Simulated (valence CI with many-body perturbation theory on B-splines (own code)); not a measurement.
Os XXXV: E2, M1 decay

Computed by configuration interaction combined with many-body perturbation theory (CI+MBPT): six valence electrons over a frozen Dirac-Fock core [Kr], radial functions for each j: 7 s, 7 p, 8 d, 6 f, 4 g, 1 h, with the one-electron correlation potential Σ1, the two-electron term Σ2, the three-electron term Σ3, Breit, model QED; selected CI, second order for the rest, scaled by the run's own slope (own B-spline code, finite nucleus).

No measured spectrum was set against this ion. As an estimate, large intervals hold to a few tenths of a per cent, small ones and those within an open d or f shell to about a per cent. Core correlation moves these levels by up to 8300 cm⁻¹, and in measured spectra 5 to 20 % of such shifts remained as error; rates that hang on mixing are uncertain with them. Among the levels kept, up to 740 cm⁻¹ of a level comes from second order outside the variational space, and about a tenth of that is noise between levels of different J, which matters for small intervals. Only levels of the ground parity were solved; by the run's estimate the other parity begins above the list, which can be wrong where configurations are misplaced.

Lines 1 to 50 of 116 in falling wavelength, among levels below 704400 cm⁻¹, chosen from the decays that carry over 1 % of a level's rate. Wavelengths and rates use the calculated energies. Electric multipoles are in the length gauge, E1 and E2 with the static RPA response of the core. S is in atomic units (e²a₀⁴ for E2 and M2, e²a₀⁶ for E3), for M1 in squared Bohr magnetons. Weak lines are less certain than strong ones. Lines between different terms over intervals too small for the method are left out, as are lines whose strength nearly cancels. The highest levels of a list are the least certain.

Levels are named by their leading jj configuration (3d3/2^4 stands for four electrons in 3d with j = 3/2), which in mixed levels can hold well under half, so a name can repeat and another be missing. Letters in brackets count levels of one name in rising energy.

| λ vac (Å) | Upper | Lower | Type | A (s⁻¹) | S (a.u.) |
| --- | --- | --- | --- | --- | --- |
| 45560 | (4d3/2^3 4d5/2^3) J=6 | (4d3/2^3 4d5/2^3) J=5 | M1 | 6.48e-02 | 2.95e+00 |
| 4481 | (4d3/2^4 4d5/2^2) J=2 | (4d3/2^4 4d5/2^2) J=4 | E2 | 3.42e-03 | 2.76e-02 |
| 2554 | (4d3/2^3 4d5/2^3) J=2 [b] | (4d3/2^3 4d5/2^3) J=3 [b] | M1 | 3.70e+02 | 1.14e+00 |
| 2424 | (4d3/2^3 4d5/2^3) J=4 [b] | (4d3/2^3 4d5/2^3) J=3 [b] | M1 | 1.79e+02 | 8.52e-01 |
| 2044 | (4d3/2^3 4d5/2^3) J=3 [b] | (4d3/2^3 4d5/2^3) J=4 [a] | M1 | 4.03e+02 | 8.93e-01 |
| 1929 | (4d3/2^4 4d5/2^2) J=0 | (4d3/2^4 4d5/2^2) J=2 | E2 | 7.98e-01 | 1.90e-02 |
| 1879 | (4d3/2^3 4d5/2^3) J=3 [c] | (4d3/2^3 4d5/2^3) J=2 [a] | M1 | 4.22e+02 | 7.27e-01 |
| 1751 | (4d3/2^3 4d5/2^3) J=3 [b] | (4d3/2^3 4d5/2^3) J=3 [a] | M1 | 8.76e+02 | 1.22e+00 |
| 1555 | (4d3/2^3 4d5/2^3) J=4 [b] | (4d3/2^3 4d5/2^3) J=5 | M1 | 3.65e+02 | 4.58e-01 |
| 1497 | (4d3/2^2 4d5/2^4) J=2 [d] | (4d3/2^2 4d5/2^4) J=2 [c] | M1 | 9.08e+02 | 5.65e-01 |
| 1442 | (4d3/2^3 4d5/2^3) J=0 | (4d3/2^3 4d5/2^3) J=1 [a] | M1 | 3.91e+03 | 4.35e-01 |
| 1353 | (4d3/2^2 4d5/2^4) J=0 [a] | (4d3/2^3 4d5/2^3) J=1 [b] | M1 | 2.11e+03 | 1.94e-01 |
| 1302 | (4d3/2^3 4d5/2^3) J=1 [a] | (4d3/2^4 4d5/2^2) J=0 | M1 | 5.77e+03 | 1.42e+00 |
| 1243 | (4d3/2^3 4d5/2^3) J=1 [b] | (4d3/2^3 4d5/2^3) J=1 [a] | M1 | 1.76e+03 | 3.76e-01 |
| 1227 | (4d3/2^3 4d5/2^3) J=2 [b] | (4d3/2^3 4d5/2^3) J=1 [a] | M1 | 5.23e+02 | 1.79e-01 |
| 1109 | (4d3/2^3 4d5/2^3) J=4 [b] | (4d3/2^3 4d5/2^3) J=4 [a] | M1 | 1.11e+03 | 5.03e-01 |
| 1079 | (4d3/2^2 4d5/2^4) J=3 [a] | (4d3/2^3 4d5/2^3) J=2 [b] | M1 | 2.73e+03 | 8.89e-01 |
| 1047 | (4d3/2^2 4d5/2^4) J=5 | (4d3/2^3 4d5/2^3) J=4 [b] | M1 | 6.70e+03 | 3.13e+00 |
| 1039 | (4d3/2^3 4d5/2^3) J=2 [b] | (4d3/2^3 4d5/2^3) J=3 [a] | M1 | 4.36e+03 | 9.05e-01 |
| 1024 | (4d3/2^2 4d5/2^4) J=4 [c] | (4d3/2^2 4d5/2^4) J=4 [a] | M1 | 1.07e+03 | 3.83e-01 |
| 888.3 | (4d3/2^2 4d5/2^4) J=3 [b] | (4d3/2^3 4d5/2^3) J=4 [b] | M1 | 1.30e+04 | 2.36e+00 |
| 878.4 | (4d3/2^3 4d5/2^3) J=3 [a] | (4d3/2^4 4d5/2^2) J=2 | M1 | 1.56e+04 | 2.75e+00 |
| 872.0 | (4d3/2^2 4d5/2^4) J=3 [b] | (4d3/2^3 4d5/2^3) J=2 [b] | M1 | 2.61e+03 | 4.50e-01 |
| 815.7 | (4d3/2^2 4d5/2^4) J=1 | (4d3/2^3 4d5/2^3) J=2 [b] | M1 | 1.27e+04 | 7.68e-01 |
| 813.7 | (4d3/2 4d5/2^5) J=3 | (4d3/2^2 4d5/2^4) J=4 [c] | M1 | 1.57e+04 | 2.20e+00 |
| 811.6 | (4d3/2^2 4d5/2^4) J=4 [a] | (4d3/2^3 4d5/2^3) J=3 [b] | M1 | 3.91e+03 | 6.97e-01 |
| 811.4 | (4d3/2^2 4d5/2^4) J=4 [b] | (4d3/2^3 4d5/2^3) J=3 [c] | M1 | 3.04e+03 | 5.41e-01 |
| 808.9 | (4d3/2^2 4d5/2^4) J=1 | (4d3/2^3 4d5/2^3) J=1 [b] | M1 | 1.63e+04 | 9.62e-01 |
| 777.5 | (4d3/2^3 4d5/2^3) J=1 [a] | (4d3/2^4 4d5/2^2) J=2 | M1 | 6.83e+04 | 3.57e+00 |
| 769.5 | (4d3/2 4d5/2^5) J=2 | (4d3/2^2 4d5/2^4) J=2 [c] | M1 | 8.41e+03 | 7.10e-01 |
| 758.3 | (4d3/2^2 4d5/2^4) J=3 [a] | (4d3/2^3 4d5/2^3) J=3 [b] | M1 | 5.37e+03 | 6.07e-01 |
| 747.3 | (4d3/2^2 4d5/2^4) J=2 [b] | (4d3/2^3 4d5/2^3) J=2 [b] | M1 | 3.51e+03 | 2.72e-01 |
| 742.2 | (4d3/2^2 4d5/2^4) J=1 | (4d3/2^3 4d5/2^3) J=0 | M1 | 2.05e+04 | 9.31e-01 |
| 741.6 | (4d3/2^2 4d5/2^4) J=2 [b] | (4d3/2^3 4d5/2^3) J=1 [b] | M1 | 1.40e+03 | 1.06e-01 |
| 737.2 | (4d3/2 4d5/2^5) J=3 | (4d3/2^2 4d5/2^4) J=2 [c] | M1 | 2.64e+04 | 2.74e+00 |
| 734.4 | (4d3/2^3 4d5/2^3) J=3 [a] | (4d3/2^4 4d5/2^2) J=4 | M1 | 5.26e+04 | 5.40e+00 |
| 731.8 | (4d3/2^2 4d5/2^4) J=3 [a] | (4d3/2^3 4d5/2^3) J=2 [a] | M1 | 1.61e+04 | 1.64e+00 |
| 699.1 | (4d3/2^2 4d5/2^4) J=2 [d] | (4d3/2^2 4d5/2^4) J=3 [a] | M1 | 8.39e+02 | 5.31e-02 |
| 694.8 | (4d3/2^2 4d5/2^4) J=2 [a] | (4d3/2^3 4d5/2^3) J=1 [a] | M1 | 3.56e+04 | 2.21e+00 |
| 692.7 | (4d3/2^3 4d5/2^3) J=4 [a] | (4d3/2^4 4d5/2^2) J=4 | M1 | 6.63e+04 | 7.35e+00 |
| 683.7 | (4d3/2^2 4d5/2^4) J=4 [a] | (4d3/2^3 4d5/2^3) J=5 | M1 | 2.03e+04 | 2.17e+00 |
| 650.0 | (4d3/2^2 4d5/2^4) J=3 [b] | (4d3/2^3 4d5/2^3) J=3 [b] | M1 | 3.53e+04 | 2.52e+00 |
| 647.7 | (4d3/2^2 4d5/2^4) J=0 [a] | (4d3/2^3 4d5/2^3) J=1 [a] | M1 | 1.82e+05 | 1.83e+00 |
| 636.0 | (4d3/2^3 4d5/2^3) J=1 [b] | (4d3/2^4 4d5/2^2) J=0 | M1 | 2.82e+04 | 8.06e-01 |
| 634.5 | (4d3/2^2 4d5/2^4) J=5 | (4d3/2^3 4d5/2^3) J=6 | M1 | 4.25e+04 | 4.43e+00 |
| 630.4 | (4d3/2^2 4d5/2^4) J=3 [b] | (4d3/2^3 4d5/2^3) J=2 [a] | M1 | 2.27e+04 | 1.47e+00 |
| 630.1 | (4d3/2^2 4d5/2^4) J=2 [a] | (4d3/2^3 4d5/2^3) J=3 [a] | M1 | 1.25e+05 | 5.81e+00 |
| 626.2 | (4d3/2^2 4d5/2^4) J=2 [c] | (4d3/2^3 4d5/2^3) J=3 [c] | M1 | 3.71e+04 | 1.69e+00 |
| 625.7 | (4d3/2^2 4d5/2^4) J=5 | (4d3/2^3 4d5/2^3) J=5 | M1 | 2.20e+04 | 2.20e+00 |
| 616.6 | (4d3/2^2 4d5/2^4) J=0 [b] | (4d3/2^2 4d5/2^4) J=1 | M1 | 1.00e+04 | 8.70e-02 |
